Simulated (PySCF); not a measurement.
## Neon: a sound run and one with changed settings

Sound run: Ne⁺ [He] 2s2 2p5, Ne²⁺ [He] 2s2 2p4. Computed with PySCF 2.14 in aug-cc-pVDZ (4s3p2d, 23 functions), with no relativity, point nucleus. In the sound run the correlated levels freeze 1s2. The sound run starts from symmetry-adapted Hartree-Fock orbitals and uses a fine grid where one is needed.

A second run was set up differently.

| species | method | sound run (hartree) | changed run (hartree) | converged |
| --- | --- | --- | --- | --- |
| Ne⁺ | UHF | -127.76688 | -127.76688 | yes |
| Ne⁺ | PBE | -128.01451 | -128.01451 | yes |
| Ne⁺ | TPSS | -128.13655 | -128.13655 | yes |
| Ne⁺ | MP2 | -127.90903 | -127.89203 | yes |
| Ne⁺ | CCSD(T) | -127.92208 | -127.92208 | yes |
| Ne²⁺ | UHF | -126.32188 | -126.32188 | yes |
| Ne²⁺ | PBE | -126.49975 | -126.49975 | yes |
| Ne²⁺ | TPSS | -126.63030 | -126.63030 | yes |
| Ne²⁺ | MP2 | -126.41951 | -126.40872 | yes |
| Ne²⁺ | CCSD(T) | -126.43377 | -126.43377 | yes |

Ionisation energy of Ne⁺:

```csv
method,sound run (eV),changed run (eV)
UHF,39.321,39.321
PBE,41.219,41.219
TPSS,40.987,40.987
MP2,40.532,40.363
SCS-MP2,40.480,40.321
CCSD,40.477,40.477
CCSD(T),40.499,40.499
```

(1) What was changed?
A. minimal basis
B. angular grid far too coarse
C. a valence shell is frozen
D. level shift left on

Results:

(1) D. It used initial guess atom, at most 50 SCF cycles, level shift 0.5 hartree. A level shift leaves the converged SCF energy unchanged but raises the virtual orbital energies, which shrinks MP2 if it is not removed.
